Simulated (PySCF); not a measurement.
Te⁺ (tellurium, charge +1) across methods

[Kr] 4d10 5s2 5p3, high-spin 4S determinant. Calculation: PySCF 2.14, in dyall-av2z; no relativity, point nucleus.

| method | E (hartree) | mean ε 5s α (eV) | mean ε 5s β (eV) | mean ε 5p α (eV) | Σ⟨r²⟩ (bohr²) | ⟨S²⟩ |
| --- | --- | --- | --- | --- | --- | --- |
| UHF | -6611.49387 | -30.372 | -23.223 | -18.779 | 51.21 | 3.751 |
| r2SCAN | -6614.02 | -23.826 | -20.729 | -14.985 | 50.58 | 3.751 |
| r2SCANh | -6614.04 | -24.555 | -21.121 | -15.428 | 50.58 | 3.751 |
| LDA | -6608.31 | -23.167 | -21.281 | -14.616 | 50.51 | 3.750 |
| B97-3 | -6613.66 | -25.081 | -21.739 | -15.717 | 50.62 | 3.751 |
| LC-wPBE | -6613.38 | -28.655 | -24.479 | -18.526 | 50.42 | 3.751 |
| PBE0 | -6613.65 | -25.077 | -21.741 | -15.790 | 50.55 | 3.751 |

Estimate the same row for PBE.

E (hartree) = -6613.46; mean ε 5s α (eV) = -23.010; mean ε 5s β (eV) = -20.795; mean ε 5p α (eV) = -14.540; Σ⟨r²⟩ (bohr²) = 50.57; ⟨S²⟩ = 3.751.

A non-relativistic calculation at this Z misses sizeable relativistic shifts.
